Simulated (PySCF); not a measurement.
Relaxation of quartet NdH₂⁺

Method: PySCF, UPBE0, basis Nd def2-TZVP with ECP28, H def2-TZVP (scalar-relativistic core potentials, no spin–orbit coupling, density fitting). A (50,194) grid was used.

A hand-made bent start, of C2v symmetry, held to at least that symmetry:

```xyz
3
charge 1 multiplicity 4, angstrom
Nd    0.0000    0.0000   -0.0162
H     1.6537    0.0000    1.1417
H    -1.6537    0.0000    1.1417
```

(1) What does it relax to?

(2) How much energy is released, and in how many steps?

Answers

(1) It ends at C2v with Nd–H 1.928 Å (×2); H–Nd–H 113.6°. A frequency run shows a minimum.

(2) 7.3 kJ/mol in 4 steps.

Open d and f shells are described by one determinant, and the ground state may have another occupation or spin. The pruned grid is coarse for the open f shell: energies are uncertain by about 2 kJ/mol and soft modes are noisy. With an element this heavy the missing spin–orbit coupling can shift these numbers.

The relaxation took of the order of 40 core-seconds on a shared host.
